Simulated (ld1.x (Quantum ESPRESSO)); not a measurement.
**Before and after: ultrasoft potential for palladium**

ld1.x (Quantum ESPRESSO) 7.5 input, shortened:

```
&input
   title='Pd', zed=46., rel=1, dft='PZ', iswitch=3,
   config='[Kr] 4d10 5s0 5p0'
 /
 &inputp
   pseudotype=3, tm=.true., lloc=-2, rcloc=1.95,
   nlcc=.true., rcore=1.20,
   which_augfun='PSQ', rmatch_augfun_nc=.true.
 /
6
4S  1  0   2.00   0.00  1.45  1.60  0.0
5S  2  0   0.00   0.00  1.45  1.60  0.0
4P  2  1   6.00   0.00  1.85  2.20  0.0
5P  3  1   0.00   0.00  1.85  2.20  0.0
4D  3  2  10.00   0.00  1.10  1.20  0.0
4D  3  2   0.00   0.05  1.10  1.20  0.0
 &test
   configts(1)='4s2 4p6 4d10 5s0 5p0'
 /
```

Change: local potential all-electron potential smoothed inside 0.86 bohr (lloc = -2).

Cutoffs: the cutoffs (Ry, on a coarse ladder) from which the occupation-weighted sum of valence levels, in a spherical-Bessel basis at the reference potential, stays within 10 and 1 mRy of its value at 400 Ry; they do not see the model core or the augmentation charge, which bear on the density cutoff. Errors are all-electron minus pseudo energies relative to the spin-unpolarised reference configuration.

Predict the effect on cutoff, ghosts and configuration errors.

The potential gets neither clearly harder nor softer (80 Ry and 140 Ry → 80 Ry and 140 Ry); of the 9 tests that both files solve, the error grows in 1 and shrinks in 2 by more than 15 % and 0.3 meV (median size 4.5 → 3.2 meV); the range in which the s phases agree narrows (upper end at the end of the scan → 3.8); the range in which the p phases agree narrows (upper end at the end of the scan → 3.9); neither file shows a bound ghost.

| quantity | base | changed |
| --- | --- | --- |
| cutoff, loose | 80 Ry | 80 Ry |
| cutoff, tight | 140 Ry | 140 Ry |
| loose cutoff by channel (10 mRy a level) | s 18 Ry, p 15 Ry, d 60 Ry | s 18 Ry, p 15 Ry, d 55 Ry |
| bound ghosts | none | none |
| error for 4s2 4p6 4d9 5s0 5p0, meV [ΔE 9.39 eV] | +0.5 | +0.6 |
| error for 4s2 4p6 4d8 5s0 5p0, meV [ΔE 30.47 eV] | +4.5 | +5.0 |
| error for 4s2 4p6 4d7 5s0 5p0, meV [ΔE 65.06 eV] | +21 | +24 |
| error for 4s2 4p6 4d9 5s0 5p1, meV [ΔE 5.32 eV] | +1.8 | +3.2 |
| error for 4s2 4p6 4d9 5s1 5p0, meV [ΔE 1.44 eV] | -4.0 | -3.1 |
| error for 4s2 4p6 4d8 5s1 5p0, meV [ΔE 13.80 eV] | -4.7 | -2.9 |
| error for 4s2 4p6 4d9.5 5s0 5p0, meV [ΔE 3.37 eV] | +0.1 | +0.1 |
| error for 4s2 4p6 4d9 5s0 5p0 (spin-polarised), meV [ΔE 9.24 eV] | +12 | +12 |
| error for 4s2 4p6 4d8 5s0 5p0 (spin-polarised), meV [ΔE 29.83 eV] | +58 | +59 |
| s: phases at 2.40 bohr within 0.05 rad from the reference energy up to (Ry; the scan ends near 5) | to the end of the scan | 3.8 |
| p: phases at 2.40 bohr within 0.05 rad from the reference energy up to (Ry; the scan ends near 5) | to the end of the scan | 3.9 |
| d: phases at 2.40 bohr within 0.05 rad from the reference energy up to (Ry; the scan ends near 5) | to the end of the scan | to the end of the scan |
| lowest overlap eigenvalue by channel | s 0.10, p 0.80, d 0.97 | s 0.07, p 0.72, d 0.95 |
